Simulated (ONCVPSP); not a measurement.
## Before and after: ONCV potential for boron

* Element: boron
* Generator: ONCVPSP 4.0.1
* Type: optimised norm-conserving Vanderbilt (ONCV)
* Functional: PBE
* Relativity: scalar-relativistic
* Frozen core: [He]
* Valence charge: 3
* Reference configuration: 2s1.75 2p1.25
* Partial waves: 2s: rc 1.10 bohr, ncon 3, nbas 7, qcut 7 1/bohr, 2 projectors, debl 0.9 Ha; 2p: rc 3.20 bohr, ncon 4, nbas 7, qcut 3.6 1/bohr, 2 projectors, debl 0.4 Ha
* Local potential: polynomial inside 0.95 bohr (lpopt 5, dvloc0 1 Ha)
* Core correction: polynomial model core, fcfact 0.5

Change: s: rc 1.58.

Cutoffs: the cutoffs (Ha) at which the residual kinetic energy of the hardest occupied pseudo-wave falls to 1 and 0.1 mHa per electron; they do not see the model core or the augmentation charge, which bear on the density cutoff. Errors are all-electron minus pseudo energies relative to the spin-unpolarised reference configuration.

Q: Predict the effect on cutoff, ghosts and configuration errors.

A: The potential gets neither clearly harder nor softer (13 Ha and 17 Ha → 13 Ha and 17 Ha); the errors of the 4 common tests hardly move; neither file shows a bound ghost.

| quantity | base | changed |
| --- | --- | --- |
| cutoff, loose | 13 Ha | 13 Ha |
| cutoff, tight | 17 Ha | 17 Ha |
| loose cutoff by channel | s 13 Ha, p 5.0 Ha | s 13 Ha, p 5.0 Ha |
| bound ghosts | none | none |
| GHOST(+) flags under 300 eV | none | none |
| error for 2s2 2p1, meV [ΔE -1.46 eV] | -1.7 | -1.9 |
| error for 2s2 2p0, meV [ΔE 6.76 eV] | +169 | +169 |
| error for 2s1 2p0, meV [ΔE 32.18 eV] | +514 | +517 |
| error for 2s0 2p3, meV [ΔE 10.26 eV] | -90 | -90 |
| p: phases at 3.24 bohr within 0.05 rad from the reference energy up to (Ha; the scan ends near 5) | 2.3 | 2.3 |
| rms error of d²Exc/dni dnj with the model core, mHa | 1.29 | 1.30 |
